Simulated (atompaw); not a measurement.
## Before and after: PAW (atompaw) potential for zirconium

```
Element                 : Zr (Z = 40)
Generator               : atompaw 4.2.0.5
Type                    : PAW
Functional              : PBE
Relativity              : scalar-relativistic
Frozen core             : [Ar] 3d10
Valence charge          : 12
Reference configuration : 4s2 4p6 4d2 5s1.5 5p0 (charge +0.5)
Partial waves           : 4s (bound); 5s (bound); 4p (bound); 5p (bound, empty); 4d (bound); 4d channel at 0.05 Ry
Local potential         : ultrasoft scheme with l = 3 at 0 Ry, radius 2.25 bohr
Core correction         : smooth core density matched at 2.65 bohr
Augmentation charge     : besselshape compensation charge, radius 2.45 bohr; PAW radius 2.65 bohr; waves and projectors: bloechl
```

All-electron outer shells of the reference configuration (PBE, scalar-relativistic, ld1.x):

```tsv
shell	level (eV)	outermost node (bohr)	outermost maximum (bohr)
3d	-177.89	–	0.35
4s	-57.69	0.55	1.08
4p	-35.65	0.56	1.17
5s	-7.11	1.46	3.08
4d	-6.66	0.58	1.59
5p	-3.77	1.69	3.90
```

Change: local potential ultrasoft scheme with l = 3 at 0 Ry, radius 2.40 bohr.

Cutoffs: the cutoffs (Ry, on a coarse ladder) from which the occupation-weighted sum of valence levels, in a spherical-Bessel basis at the reference potential, stays within 10 and 1 mRy of its value at 400 Ry; they do not see the model core or the augmentation charge, which bear on the density cutoff.

Question: What does the change do?

Answer: The potential gets softer (25 Ry and 35 Ry → 25 Ry and 30 Ry); neither file shows a bound ghost.

| quantity | base | changed |
| --- | --- | --- |
| cutoff, loose | 25 Ry | 25 Ry |
| cutoff, tight | 35 Ry | 30 Ry |
| loose cutoff by channel (10 mRy a level) | s 18 Ry, p 21 Ry, d 15 Ry | s 15 Ry, p 18 Ry, d 15 Ry |
| bound ghosts | none | none |
| s: phases at 2.65 bohr within 0.05 rad from the reference energy up to (Ry; the scan ends near 5) | 3.3 | 3.6 |
| p: phases at 2.65 bohr within 0.05 rad from the reference energy up to (Ry; the scan ends near 5) | to the end of the scan | to the end of the scan |
| d: phases at 2.65 bohr within 0.05 rad from the reference energy up to (Ry; the scan ends near 5) | 1.3 | 1.3 |
| lowest overlap eigenvalue by channel | s 0.50, p 0.76, d 0.03 | s 0.50, p 0.72, d 0.03 |

 The cutoffs see the waves, projectors and local potential, not the compensation charge or the core.
